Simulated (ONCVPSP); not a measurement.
**An all-electron radial function and its pseudo partner (vanadium)**

Columns: radius, all-electron u(r) and pseudo u(r) of the 3p shell (level -47.62 eV) of vanadium in the configuration [Ne] 3s2 3p6 3d3 4s1.5; LDA (Perdew-Wang 92), scalar-relativistic, ONCV scheme, ONCVPSP 4.0.1.

```json
{"r (bohr)": "0.088", "all-electron": "-0.3885", "pseudo": "0.0327"}
{"r (bohr)": "0.175", "all-electron": "-0.5494", "pseudo": "0.1245"}
{"r (bohr)": "0.262", "all-electron": "-0.3492", "pseudo": "0.2626"}
{"r (bohr)": "0.350", "all-electron": "0.0083", "pseudo": "0.4306"}
{"r (bohr)": "0.438", "all-electron": "0.3704", "pseudo": "0.6053"}
{"r (bohr)": "0.525", "all-electron": "0.6630", "pseudo": "0.7646"}
{"r (bohr)": "0.612", "all-electron": "0.8707", "pseudo": "0.8952"}
{"r (bohr)": "0.700", "all-electron": "0.9979", "pseudo": "0.9880"}
{"r (bohr)": "0.788", "all-electron": "1.0564", "pseudo": "1.0380"}
{"r (bohr)": "0.875", "all-electron": "1.0632", "pseudo": "1.0480"}
{"r (bohr)": "0.962", "all-electron": "1.0339", "pseudo": "1.0250"}
{"r (bohr)": "1.050", "all-electron": "0.9804", "pseudo": "0.9765"}
{"r (bohr)": "1.138", "all-electron": "0.9126", "pseudo": "0.9113"}
{"r (bohr)": "1.225", "all-electron": "0.8383", "pseudo": "0.8381"}
{"r (bohr)": "1.312", "all-electron": "0.7619", "pseudo": "0.7618"}
{"r (bohr)": "1.400", "all-electron": "0.6856", "pseudo": "0.6855"}
{"r (bohr)": "1.487", "all-electron": "0.6135", "pseudo": "0.6134"}
{"r (bohr)": "1.575", "all-electron": "0.5451", "pseudo": "0.5450"}
{"r (bohr)": "1.662", "all-electron": "0.4827", "pseudo": "0.4826"}
{"r (bohr)": "1.750", "all-electron": "0.4251", "pseudo": "0.4251"}
{"r (bohr)": "1.838", "all-electron": "0.3732", "pseudo": "0.3732"}
{"r (bohr)": "1.925", "all-electron": "0.3272", "pseudo": "0.3272"}
{"r (bohr)": "2.012", "all-electron": "0.2862", "pseudo": "0.2862"}
{"r (bohr)": "2.100", "all-electron": "0.2494", "pseudo": "0.2494"}
{"r (bohr)": "2.188", "all-electron": "0.2170", "pseudo": "0.2170"}
{"r (bohr)": "2.275", "all-electron": "0.1888", "pseudo": "0.1887"}
```

(1) How many radial nodes do the two functions have?

(2) At about which radius was the pseudo-wave matched?

(3) Where does each function peak?

(4) Is the pseudo-wave norm-conserving?

Answers

(1) The all-electron 3p function has n − l − 1 = 1; the pseudo-wave has 0, since the states of the same l below it are removed with the core.

(2) 1.35 bohr. The columns agree to 0.0005 from 1.23 bohr on; several derivatives are matched, so the curves merge somewhat inside the radius.

(3) Outermost all-electron maximum near 0.88 bohr, pseudo maximum near 0.88 bohr (to the table’s step).

(4) Yes: the ONCV scheme keeps the norm inside the radius equal to the all-electron one, which fixes the energy derivative of the logarithmic derivative at the level.
